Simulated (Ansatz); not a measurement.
Two isomers of C3H9AlSi: A = `C=[CH][Al]([CH3])[SiH3]`, B = `C[C@H]1[AlH][Si@@H]1C`.

Program: Ansatz. Geometries: PBE0-D4/def2-TZVP. ΔE: electronic, gas phase. CCSD(T)/CBS is the MP2 limit (def2-TZVPP, def2-QZVPP) plus CCSD(T) − MP2 in def2-TZVPP, frozen cores. DFT in def2-TZVPP. Each species was taken in one conformer, which may not be the lowest.

A:

```xyz
14

C    -0.1602    2.3069    0.9328
C    -0.2206    1.0549    1.3957
Al   -0.0261   -0.4605    0.1919
C    -0.1139   -2.2924    0.8654
Si    0.3318    0.0821   -2.1862
H    -0.2640    3.1829    1.5711
H    -0.0019    2.5220   -0.1228
H    -0.3821    0.9424    2.4690
H     0.6667   -2.4640    1.6151
H     0.0005   -3.0482    0.0855
H    -1.0698   -2.4724    1.3697
H     0.4749   -1.1324   -3.0409
H     1.5632    0.9018   -2.3927
H    -0.7984    0.8770   -2.7537
```

B:

```xyz
14

C     1.339    1.596    0.017
C    -0.014    0.932    0.161
Al   -1.856    1.131   -0.468
Si   -0.510   -0.767   -0.556
C    -0.248   -2.354    0.410
H     1.329    2.631    0.374
H     1.642    1.622   -1.033
H     2.126    1.067    0.565
H    -0.318    0.866    1.231
H    -3.000    2.224   -0.596
H     0.093   -0.903   -1.919
H     0.818   -2.593    0.473
H    -0.756   -3.189   -0.080
H    -0.644   -2.264    1.423
```

**Question.** Which isomer does CCSD(T)/CBS put lower? Give the gap. (Estimate.)

**Answer.** Computed: A, by 64.4 kJ/mol.

**Question.** Give E(B) − E(A) in kJ/mol with MP2/def2-TZVPP, ωB97M-V, CCSD(T)/def2-TZVPP, PBE-D4, B2PLYP, r2SCAN-D4, PBE0-D4. (Best estimate.)

**Answer.** Ansatz gave: MP2/def2-TZVPP 52.6, ωB97M-V 58.3, CCSD(T)/def2-TZVPP 66.8, PBE-D4 45.4, B2PLYP 69.5, r2SCAN-D4 51.7, PBE0-D4 44.9. None reverses the order clearly.

Largest T1 diagnostic: 0.012.

The D4 term adds −3.5 kJ/mol with B3LYP and −1.6 kJ/mol with PBE0; it sums over pairs of atoms, weighted by their polarisabilities, and B3LYP, whose exchange is more repulsive, gets the larger term. In def2-TZVPP, CCSD(T) changes the Hartree–Fock value by −35.5 kJ/mol (the triples alone add −3.8 kJ/mol) and MP2 by −49.7 kJ/mol.

B3LYP here is the variant with VWN-RPA as its local correlation; programs differ in this.
